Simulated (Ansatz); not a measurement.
Molecule: difluoro(dimethyl)germane, C$_{2}$H$_{6}$F$_{2}$Ge (charge 0, singlet). 
Structure (B3LYP-D3(BJ)/def2-TZVP (Ansatz, a program for electronic structure) minimum search):
SMILES: [CH3][Ge]([CH3])([F])[F]
```xyz
11

C      1.7168    -0.8963    -0.2090
Ge     0.0006    -0.0193    -0.0034
C     -1.6619    -1.0085    -0.1233
F      0.0121     0.8091     1.5363
F     -0.0722     1.2792    -1.1719
H      1.7847    -1.3578    -1.1936
H      2.5071    -0.1546    -0.1049
H      1.8392    -1.6616     0.5566
H     -2.4934    -0.3207     0.0220
H     -1.7489    -1.4751    -1.1039
H     -1.6945    -1.7789     0.6463
```

Dipole moments at this geometry, in debye (magnitudes).

```tsv
level	program	dipole (D)
SVWN5/def2-TZVPD	Ansatz	3.53
PBE/def2-TZVPD	Ansatz	3.44
revPBE/def2-TZVPD	Ansatz	3.40
r2SCAN/def2-TZVPD	Ansatz	3.49
B97M-V/def2-TZVPD	Ansatz	3.47
B3LYP/def2-TZVPD	Ansatz	(withheld)
r2SCANh/def2-TZVPD	Ansatz	3.54
r2SCAN0/def2-TZVPD	Ansatz	3.60
HSE06/def2-TZVPD	Ansatz	3.56
CAM-B3LYP/def2-TZVPD	Ansatz	3.62
LC-wPBE/def2-TZVPD	Ansatz	3.60
wB97M-V/def2-TZVPD	Ansatz	3.55
CCSD(T)/aug-cc-pVDZ	Ansatz	(withheld)
```

Q: What belongs in the gaps?

A: 
- B3LYP/def2-TZVPD, dipole (D): 3.57
- CCSD(T)/aug-cc-pVDZ, dipole (D): 3.51
